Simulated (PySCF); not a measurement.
An unknown is described by computed data only.

Formula: C7H6F2O.

- 13C NMR: chemical shifts (computed TMS as zero) by class: 160.6 (1 C), 135.7 (2 C), 129.5 (1 C), 123.0 (1 C), 121.4 (2 C) ppm [GIAO PBE0/pcSseg-1]
- Dipole: 2.93 D [PBE0/def2-SVPD]
- UV, first state: lowest singlet excitation: 5.41 eV (229 nm, f = 0.013) [TDDFT PBE0/def2-SVPD]
- Rotational structure: rotational constants A, B, C: 3.632, 0.761, 0.654 GHz [GFN2-xTB]
- Polarisability: 85.2 au [PBE0/def2-SVPD]
- UV, strongest line: among the 6 lowest singlet transitions: S4 at 7.06 eV (175 nm, f = 0.543) [TDDFT PBE0/def2-SVPD]

Gas-phase values; electronic properties from PySCF, density fitting. Levels stand in brackets. NMR shifts are as computed; neighbouring signals can stand in another order in a measured spectrum. The structure is a single GFN2-xTB conformer in the gas phase; no vibrational or solvent corrections. NMR values are class means; diastereotopic atoms form classes of their own.

Task: Give a SMILES that accounts for the data.

Result: Numbering: `[F:1][CH:2]([F:3])[O:4][c:5]1[cH:6][cH:7][cH:8][cH:9][cH:10]1`. Its formula, C7H6F2O, gives 4 degrees of unsaturation: 1 ring and 3 π bonds in the structure found (Kekulé form). 7 carbons fall into 5 classes; from least to most shielded: aromatic carbon bearing oxygen [C5] (160.6 ppm), aromatic CH carbon [C7/C9] (135.7 ppm, 2 C), aromatic CH carbon [C8] (129.5 ppm), CHF2 carbon [C2] (123.0 ppm), aromatic CH carbon [C6/C10] (121.4 ppm, 2 C, up to 6.5 ppm apart in this geometry). The optimised geometry has point group C1 and is an asymmetric top. Structure: `FC(F)Oc1ccccc1`. Computed isomers that give other values at the same levels: `COc1ccc(F)c(F)c1` (13C chemical shifts (computed TMS as zero) by class: 162.6 (1 C), 160.4 (1 C), 153.9 (1 C), 124.9 (1 C), 118.7 (1 C), 103.5 (1 C), 56.4 (1 C) ppm); `C=C1C=C/C1=C(\F)OCF` (13C chemical shifts (computed TMS as zero) by class: 153.6 (1 C), 150.6 (1 C), 147.9 (1 C), 147.3 (1 C), 112.7 (1 C), 105.4 (1 C), 101.5 (1 C) ppm); `Cc1cc(F)c(O)cc1F` (13C chemical shifts (computed TMS as zero) by class: 166.9 (1 C), 155.3 (1 C), 150.5 (1 C), 122.6 (1 C), 121.7 (1 C), 109.7 (1 C), 17.1 (1 C) ppm). The assignments are read from this structure; whether some other isomer fits the data as well wasn't checked.

The values belong to the conformer `[F:1][CH:2]([F:3])[O:4][c:5]1[cH:6][cH:7][cH:8][cH:9][cH:10]1`: F1–C2–O4–C5 -162°, C2–O4–C5–C6 162°.
